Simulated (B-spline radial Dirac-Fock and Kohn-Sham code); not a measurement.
Dipole and non-dipole photoemission parameters of Os⁶⁺ 4d3/2

System: the Os⁶⁺ ion, [Xe] 4f14 5d2; threshold 381.5 eV (orbital energy of the model). Level of theory: Dirac-Hartree-Slater photoionisation with a Latter tail; cross sections with all multipoles, angular parameters from the dipole term and its interference with E2; an atomic code on a B-spline grid.

```
hν (eV)  σ (kb)       β       γ      δ
    400     154  -0.709   0.073  0.038
    475     208  -0.669  -0.186  0.169
    800     222   0.579   0.168  0.042
    893     201   0.735   0.138  0.024
   1000     178   0.866   0.093  0.013
   1110     156   0.968   0.048  0.007
 1253.6     131   1.067   0.002  0.005
   1980    57.2   1.301  -0.031  0.018
   2480    35.3   1.356   0.050  0.029
   2580    32.3   1.363   0.071  0.031
 2984.4       ?       ?       ?      ?
   4110    10.2   1.379   0.437  0.060
 5414.7    4.78   1.344   0.738  0.083
   6020    3.53   1.323   0.864  0.093
   6620    2.67   1.301   0.980  0.103
   7500    1.84   1.269   1.136  0.118
   7550    1.80   1.268   1.144  0.119
 8047.8    1.48   1.249   1.226  0.127
   8910    1.08   1.219   1.357  0.142
  10700   0.605   1.158   1.596  0.173
```

Task: Give the values at Ag Lα (2984.4 eV).

Result: σ = 22.9 kb, β = 1.379, γ = 0.162, δ = 0.040.

Values without a named source are computed, but for edge energies of neutral atoms, which are taken from tables.
